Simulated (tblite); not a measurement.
Compound: C4H5N3O.
Structure used (GFN2-xTB), in Å, numbered top down from 1:
```
atom  x, y, z in Å
C1    -2.326    0.291    0.017
O2    -1.241   -0.382   -0.604
C3    -0.028   -0.114   -0.138
C4     1.090   -0.751   -0.705
C5     2.296   -0.398   -0.141
N6     2.367    0.483    0.861
N7     1.302    1.021    1.323
N8     0.123    0.754    0.862
H9    -2.369    0.047    1.080
H10   -3.220   -0.059   -0.493
H11   -2.219    1.372   -0.092
H12    0.983   -1.454   -1.513
H13    3.238   -0.809   -0.474
```

Method: GFN2-xTB as coded in tblite; computed harmonic values from a numerical Hessian at the method's own geometry, unscaled. Against measured fundamentals such values can be off by several per cent, at times by over 20. One conformer, not necessarily the lowest.

Problem. How many normal modes are there?

Solution. 13 atoms, non-linear: 3N − 6 = 33.

Problem. What is the point group of the computed structure, and how do the modes divide by symmetry?

Solution. Cs. The vibrations span 22 a′ + 11 a″.

Problem. How many distinct wavenumbers does the calculation give?

Solution. 33: Cs has no degenerate species.

Problem. How many fundamentals are allowed in the infrared by symmetry?

Solution. 33 of 33: in Cs every mode is allowed. All fundamentals are allowed in the Raman spectrum.

Problem. Which of the modes above 1550 cm⁻¹ are stretches that can be named?

Solution. sp3 C–H 2981, 2993, 3042; aromatic C–H 3069, 3104 cm⁻¹.

Problem. How large is the harmonic zero-point energy?

Solution. ½Σν̃ = 20338 cm⁻¹ = 243.3 kJ/mol (33 modes); those above 1550 cm⁻¹ give 90.9 kJ/mol of it.

Problem. Give the mode at 3104.1 cm⁻¹ as a wavelength, a frequency, a period and a quantum of energy.

Solution. 3.222 μm, 93.06 THz, 10.7 fs, 384.9 meV or 37.13 kJ/mol.

Problem. How far is the lowest real mode excited at 298.15 K, as a harmonic oscillator?

Solution. θ = hcν̃/k = 166 K for 115.1 cm⁻¹, so N1/N0 = 0.57 and ⟨v⟩ = 1/(exp(θ/T) − 1) = 1.3.
